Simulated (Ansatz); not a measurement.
CrN4F2H12, relaxed as a quintet with UKS PBE-D4/def2-SVP in Ansatz, starting from the GFN1-xTB geometry. Force threshold 0.03 eV/Å.

In the quintet geometry the species has come apart into loosely held pieces.

Start:

```xyz
19

Cr   -0.012   -0.005   -0.011
F    -1.107    0.617   -1.321
F     1.077   -0.637    1.296
N     1.489    1.329   -0.689
H     1.218    1.666   -1.599
H     2.388    0.883   -0.771
H     1.603    2.127   -0.087
N    -1.568   -1.283    0.644
H    -1.575   -1.360    1.648
H    -1.504   -2.216    0.271
H    -2.449   -0.895    0.347
N     0.670   -1.709   -1.949
H     1.583   -1.560   -2.346
H    -0.022   -1.443   -2.632
H     0.565   -2.690   -1.748
N    -0.575    1.671    2.005
H    -1.524    1.676    2.341
H    -0.261    2.623    1.914
H     0.006    1.207    2.686
```

Task: Estimate the energy that the relaxation releases and the steps that it takes.

Result: 1.26 eV, in 26 steps; 57 s on 2 threads of AMD EPYC 7R13 on a shared host and a share (18 GiB) of an NVIDIA H100 80GB HBM3. The force fell under the threshold at step 24, but the optimiser went on. No frequencies were taken in this run, so the end may be a saddle point.

Task: Does the start keep its bonding and symmetry?

Result: Bonds lost: Cr1–N12, Cr1–N16 (atoms count from 1). The end holds 3 separate pieces.

Task: Predict the relaxed structure.

Result: 
```
atom    x (Å)    y (Å)    z (Å)
 Cr1  -0.0720   0.0191  -0.0329
  F2   0.1460  -0.1835  -1.8978
  F3  -0.2746   0.1970   1.8378
  N4   0.9477   1.8646  -0.1986
  H5   0.6974   2.3160  -1.0885
  H6   1.9680   1.7311  -0.2302
  H7   0.7249   2.4937   0.6265
  N8  -1.0853  -1.8268   0.1303
  H9  -0.9394  -2.1998   1.0779
 H10  -0.7382  -2.4961  -0.6159
 H11  -2.1029  -1.7274   0.0108
 N12   0.0411  -2.9214  -2.2190
 H13   0.9776  -3.3413  -2.2884
 H14   0.1654  -1.8854  -2.3215
 H15  -0.4760  -3.2488  -3.0457
 N16   0.1268   2.8783   2.3078
 H17  -0.7508   3.3835   2.4871
 H18   0.7417   3.0917   3.1038
 H19  -0.0972   1.8553   2.3565
```
Bond lengths: 2 × Cr–F 1.89 Å; 2 × Cr–N 2.11 Å; 12 × H–N 1.03 to 1.06 Å.
